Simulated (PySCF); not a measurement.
**Small edits and their spectra**

Starting compound: `InChI=1S/C3H10O2Si3/c1-2-3-7-5-8-4-6/h1H,3,7-8H2,6H3`.

¹H NMR (500 MHz, computed): δ 5.26 (s, 3H), 5.21 (t, 2H), 4.86 (s, 2H), 2.28 (m, 2H), 1.24 (t, 1H). ¹³C{¹H} NMR (computed): δ 81.4 (C), 74.0 (CH), 7.7 (CH2).

Level of theory: GFN2-xTB geometry, GIAO PBE0/pcSseg-1 shieldings, in PySCF 2.14.0 with density-fitted response routines (averaged over atoms made equivalent by symmetry, fast rotation or ring inversion, gas phase, non-relativistic, a single conformation).

Shifts are taken against calculated references (same method and geometry level): ¹H (σ = 31.72 ppm), ¹³C (σ = 186.93 ppm) vs TMS. Where no couplings were computed, multiplicities follow the n + 1 count of equivalent neighbours, and m marks all less simple cases (inequivalent or close neighbours, rings, F or P nearby). Shifts are as computed. Against solution values, carbons near 30 ppm lie about +3 ppm off and those near 130 ppm about +5 ppm. Of 1309 compounds with measured shifts, 239 miss one by over three times the rms of a fit or turn the order of signals round; such compounds aren't used in these exercises.

Q: What are the spectra after this edit: Si replaced by C, giving `C#CC[SiH2]O[SiH2]OC`?

A: ¹H NMR (500 MHz, computed): δ 5.15 (t, 2H), 5.01 (s, 2H), 3.88 (s, 3H), 1.84 (m, 2H), 1.30 (t, 1H). ¹³C{¹H} NMR (computed): δ 85.4 (C), 74.2 (CH), 50.5 (CH3), 8.0 (CH2).

Q: What are the spectra after this edit: Si replaced by C, giving `C#CCCO[SiH2]O[SiH3]`?

A: ¹H NMR (500 MHz, computed): δ 5.19 (s, 3H), 5.09 (s, 2H), 4.06 (t, 2H), 2.54 (m, 2H), 1.41 (t, 1H). ¹³C{¹H} NMR (computed): δ 88.6 (C), 77.5 (CH), 63.6 (CH2), 25.8 (CH2).
